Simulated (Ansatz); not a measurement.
Geometry optimisation, RKS B3LYP-D4/def2-SVP (Ansatz 0.2.0).

input.yaml

```yaml
crystal:
  periodic: [false, false, false]
  atoms:
    - { symbol: "N", position_ang: [-0.3803, 1.389, 0.7389] }
    - { symbol: C, position_ang: [0.2602, 0.5786, 1.4107] }
    - { symbol: O, position_ang: [0.5079, -0.7033, 0.9172] }
    - { symbol: B, position_ang: [0.2354, -1.2315, -0.4163] }
    - { symbol: "N", position_ang: [-0.5121, -0.3783, -1.4824] }
    - { symbol: H, position_ang: [-0.6265, 2.4024, 1.1046] }
    - { symbol: H, position_ang: [0.664, 0.8634, 2.3924] }
    - { symbol: H, position_ang: [0.4379, -2.3562, -0.6672] }
    - { symbol: H, position_ang: [0.1915, 0.3596, -1.7219] }
    - { symbol: H, position_ang: [-0.695, -0.9749, -2.2729] }
basis:
  gaussian: { orbitals: def2-SVP }
hamiltonian:
  xc: b3lyp
  dispersion: d4
relax:
  f_tol: 0.015
  max_steps: 40
output:
  orbitals: {}
```

Run as:

```bash
$ ansatz run input.yaml --threads 2 --pin off --max-ram 3072MiB --backend cpu --events-out ev --progress --plain --runs-dir out
```

**Question.** Where does it end, and by what steps?

**Answer.** It converged. After 9 steps the energy has fallen by 1.660 eV; H9 moved furthest, 0.82 Å.

```json
{"step": "0", "energy less start (eV)": "0.0000", "largest force component (eV/Å)": "3.809", "accepted": "yes"}
{"step": "1", "energy less start (eV)": "-0.8966", "largest force component (eV/Å)": "2.308", "accepted": "yes"}
{"step": "2", "energy less start (eV)": "-1.2805", "largest force component (eV/Å)": "1.633", "accepted": "yes"}
{"step": "3", "energy less start (eV)": "-1.5258", "largest force component (eV/Å)": "0.775", "accepted": "yes"}
{"step": "4", "energy less start (eV)": "-1.6279", "largest force component (eV/Å)": "0.319", "accepted": "yes"}
{"step": "5", "energy less start (eV)": "-1.6584", "largest force component (eV/Å)": "0.116", "accepted": "yes"}
{"step": "6", "energy less start (eV)": "-1.6594", "largest force component (eV/Å)": "0.147", "accepted": "yes"}
{"step": "7", "energy less start (eV)": "-1.6596", "largest force component (eV/Å)": "0.105", "accepted": "yes"}
{"step": "8", "energy less start (eV)": "-1.6598", "largest force component (eV/Å)": "0.028", "accepted": "yes"}
{"step": "9", "energy less start (eV)": "-1.6598", "largest force component (eV/Å)": "0.005", "accepted": "yes"}
```

```xyz
10
Properties=species:S:1:pos:R:3
N -0.246 1.488 0.525
C 0.218 0.572 1.272
O 0.446 -0.686 0.880
B 0.225 -1.229 -0.399
N -0.281 -0.483 -1.454
H -0.332 2.361 1.049
H 0.492 0.699 2.334
H 0.510 -2.395 -0.510
H -0.510 0.500 -1.320
H -0.438 -0.878 -2.372
```

The run took 25 s on 2 threads of Arm Neoverse V1, on a shared host, peak memory 0.19 GiB.
